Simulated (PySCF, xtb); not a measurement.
Ti(Br)(OH)3 (BrH3O3Ti), SMILES [OH][Ti]([OH])([OH])[Br], multiplicity 1. The values are those of a single conformer.

Harmonic wavenumbers (cm⁻¹) from xtb 6.7.1 with GFN2-xTB at its own minimum, in rising order: 129, 129, 138, 166, 167, 182, 258, 259, 315, 334, 336, 408, 619, 695, 696, 3640, 3641, 3642.

### Question
What does B3LYP-D3(BJ)/def2-SVP (PySCF) give at its own minimum? (The exact figures need the calculation; the answer reports its results.)

### Answer
137, 137, 150, 198, 198, 257, 257, 261, 366, 444, 444, 454, 768, 821, 821, 3869, 3869, 3876. Paired by order, the mean absolute difference is 87 cm⁻¹ and the zero-point energies are 22.5 and 24.8 kcal/mol.
